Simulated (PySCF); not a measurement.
All values below come from PySCF with PBE-D3(BJ)/def2-TZVP // B3LYP-D3(BJ)/def2-SVP. All species are isolated molecules in the gas phase. One relaxed conformer stands for a flexible species; it need not be the lowest. Excitations are Tamm–Dancoff values on a coarser integration grid. The basis has no diffuse functions, so Rydberg states are missing or too high.

Reference species (SMILES): `C(C)[Si](N)(N)N` (neutral, multiplicity 1).

```yaml
LUMO: -0.03 eV
HOMO: -5.43 eV
S1 excitation (TDA): 5.49 eV
```

Changed species: `CC[Si](N)(CC)CC` (3 of 4 NH2 replaced by C2H5; the reference has 1 of 4 NH2 replaced by C2H5).

**Question.** What does the change do to the LUMO, HOMO and S1 excitation (TDA)?

**Answer.** the LUMO stays essentially unchanged; the HOMO drops by 0.04 eV, to -5.47 eV; the S1 excitation (TDA) rises by 0.06 eV, to 5.55 eV.
